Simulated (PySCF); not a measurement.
## Correlation energy of Xe²⁺ (xenon, charge +2)

[Kr] 4d10 5s1 5p4 6s1, high-spin 5P determinant (an excited configuration). Computed with PySCF 2.14 in aug-cc-pVTZ-DK3 (8s7p5d2f, 68 functions), with the spin-free X2C one-electron Hamiltonian (Gaussian nucleus). Frozen: [Kr] 4d10; 6 electrons correlated.

MP2 pair energies summed by pair of shells (mhartree):

| pair | energy | share (%) |
| --- | --- | --- |
| 5p-5p | -62.27 | 63.2 |
| 5p-6s | -27.69 | 28.1 |
| 5s-5p | -8.11 | 8.2 |
| 5s-6s | -0.48 | 0.5 |

Total MP2 correlation energy: -98.54 mhartree.

Same-spin part -28.32 and opposite-spin part -70.22 mhartree; SCS-MP2 scales them by 1/3 and 6/5 to -93.71 mhartree.
